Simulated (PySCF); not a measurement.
**Bond curve of BaH**

Set-up: PySCF, spin-free X2C with a Gaussian nucleus, basis sets Ba x2c-TZVPall, H x2c-TZVPall. Energies in eV from Ba + H in their ground configurations at the same level. All curves are PBE0. state 1: ²Σ⁺ (doublet), unpaired electrons σ ↑; state 2: ²Δ (doublet), unpaired electrons δ ↑, a second solution, started from another occupation; state 3: ²Π (doublet), unpaired electrons π ↑, a second solution, started from another occupation; state 4: quartet, unpaired electrons σ ↑↑, π ↑, a second solution, started from another occupation.

| R (Å) | state 1 | state 2 | state 3 | state 4 |
| --- | --- | --- | --- | --- |
| 1.902 | -1.841 | -0.746 | -0.745 | 1.7731 |
| 1.991 | -2.021 | -0.952 | -0.947 | 1.5537 |
| 2.079 | -2.127 | -1.082 | -1.072 | 1.3849 |
| 2.146 | -2.167 | -1.139 | -1.125 | 1.2850 |
| 2.212 | -2.179 | -1.169 | -1.151 | 1.2034 |
| 2.278 | -2.168 | -1.175 | -1.153 | 1.1372 |
| 2.367 | -2.125 | -1.154 | -1.126 | 1.0683 |
| 2.477 | -2.037 | -1.092 | -1.057 | 1.0055 |
| 2.610 | -1.896 | -0.980 | -0.938 | 0.9544 |
| 2.787 | -1.672 | -0.793 | -0.742 | 0.9120 |

Problem. Put a parabola through the three lowest points of the state 1 curve and estimate Re, k and ωe (reduced mass 1.001 u; 1 eV/Å² = 0.16022 mdyn/Å; ωe = 1302.8·√(k/μ) cm⁻¹).

Solution. Through R = 2.146, 2.212, 2.278 Å the second-order coefficient is 2.64 eV/Å², so Re ≈ 2.213 Å, k ≈ 0.846 mdyn/Å and ωe ≈ 1198 cm⁻¹. A polynomial fit of higher order to the unrounded PBE0 energies gives Re = 2.212 Å, k = 0.828 mdyn/Å, ωe = 1185 cm⁻¹; anharmonicity and rounding make the difference.

The higher-order fit for each curve: state 1: Re = 2.212 Å, ωe = 1185 cm⁻¹, De = 2.18 eV; state 2: Re = 2.264 Å, ωe = 1109 cm⁻¹, minimum 1.18 eV below the ground-state fragments; state 3: Re = 2.251 Å, ωe = 1131 cm⁻¹, minimum 1.15 eV below the ground-state fragments. State 4 gave no clean fit.

Spin–orbit coupling is left out. The state was picked by a PBE0 search and need not be the measured ground state.
